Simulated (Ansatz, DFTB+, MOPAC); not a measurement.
Species: CH4NO (charge +1, singlet). SMILES: NC=[OH+]

Atoms: N1, C2, O3, H4, H5, H6, H7. Bonds: N1-C2, N1-H4, N1-H5, C2-O3, C2-H6, O3-H7.

Bond lengths (Å) and angles (degrees) optimised at AM1 with MOPAC; SCC-DFTB with DFTB+; MP2/6-31G* with Ansatz (an electronic-structure program), each started from the B3LYP-D3(BJ)/def2-TZVP structure (Ansatz) of the last column. A row stands for all coordinates that are equal there; 9 of 13 kinds are shown. 6-31G* holds six Cartesian d functions. No wavenumbers were computed at SCC-DFTB, MP2/6-31G*, so these may be saddle points.

| coordinate | AM1 | SCC-DFTB | MP2/6-31G* | B3LYP-D3(BJ)/def2-TZVP |
|---|---|---|---|---|
| N1-C2 | 1.320 | 1.317 | 1.302 | 1.295 |
| N1-H4 | 1.003 | 1.030 | 1.020 | 1.015 |
| N1-H5 | 1.006 | 1.029 | 1.019 | 1.014 |
| C2-O3 | 1.330 | 1.286 | 1.294 | 1.283 |
| C2-H6 | 1.126 | 1.105 | 1.086 | 1.086 |
| O3-H7 | 0.982 | 0.983 | 0.983 | 0.975 |
| N1-C2-O3 | 126.0 | 122.7 | 126.6 | 126.5 |
| C2-N1-H4 | 123.3 | 122.2 | 123.7 | 123.5 |
| C2-N1-H5 | 120.3 | 120.9 | 119.6 | 119.7 |

Mean signed difference of all 6 bond lengths from B3LYP-D3(BJ)/def2-TZVP: AM1 0.017 Å, SCC-DFTB 0.014 Å, MP2/6-31G* 0.006 Å.
